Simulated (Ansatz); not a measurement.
```xyz
12

C    -0.990   -0.810   -1.714
Sn   -1.041    0.025    0.263
Si    1.243    0.998    0.951
O     2.394   -0.182    1.112
H    -0.763   -0.030   -2.440
H    -0.222   -1.582   -1.771
H    -1.957   -1.251   -1.955
H    -1.495   -1.213    1.362
H    -2.260    1.228    0.327
H     1.762    1.903   -0.105
H     1.097    1.783    2.211
H     2.232   -0.869    1.759
```

Total charge 0; spin multiplicity 1. Sn takes the def2 core potential.

Problem. List the PBE0/def2-TZVPP orbital energies in eV (Ansatz). (An estimate is asked.)

Solution. Ansatz gave: Occupied: -1803.13, -522.85, -278.03, -145.37, -139.54, -100.05, -100.02, -100.01, -94.16, -94.15, -94.13, -28.25, -27.95, -27.93, -27.88, -27.81, -27.81, -19.28, -15.97, -14.00, -12.63, -11.40, -11.38, -10.92, -10.42, -9.20, -8.77, -8.35, -7.31. Lowest empty: -0.46, 0.04, 0.49, 1.04, 1.62, 1.74, 1.88, 2.19.
